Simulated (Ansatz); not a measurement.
C2H7FSi2, SMILES `F[C@H]1C[Si@H]1[SiH3]`. The species carries charge 0 and has multiplicity 1. The structure was optimised at the PBE0-D4/def2-TZVP level.

```xyz
12

F    -1.553   -1.520   -0.678
C    -0.300   -1.147   -1.095
C    -0.156    0.282   -1.563
Si    0.838   -0.112   -0.021
Si    0.012    0.718    1.979
H     0.133   -1.909   -1.740
H     0.300    0.453   -2.533
H    -1.035    0.897   -1.387
H     2.290   -0.364   -0.180
H    -1.456    0.888    1.828
H     0.631    2.033    2.292
H     0.296   -0.219    3.097
```

(1) What is the dipole moment at PBE/def2-TZVPP? (Estimate.)

(2) And with r2SCAN, B3LYP, ωB97M-V? (Best estimate.)

(3) Give the Mulliken charges with PBE, B3LYP, r2SCAN in def2-TZVPP. (Estimate.)

Answers

(1) The calculation gave: 1.42 D, with components (1.17, 0.70, -0.42) D in this frame, pointing from negative to positive charge.

(2) Ansatz gave: r2SCAN 1.51 D, B3LYP 1.63 D, ωB97M-V 1.65 D.

(3) Computed: 
```tsv
atom	PBE	B3LYP	r2SCAN
F1	-0.19	-0.24	-0.23
C2	0.11	0.11	0.13
C3	-0.21	-0.26	-0.22
Si4	0.09	0.15	0.16
Si5	0.11	0.17	0.19
H6	0.07	0.08	0.06
H7	0.09	0.09	0.07
H8	0.10	0.11	0.09
H9	-0.06	-0.07	-0.08
H10	-0.03	-0.04	-0.05
H11	-0.04	-0.05	-0.06
H12	-0.04	-0.05	-0.06
```

B3LYP here is the variant with VWN-RPA as its local correlation; programs differ in this.
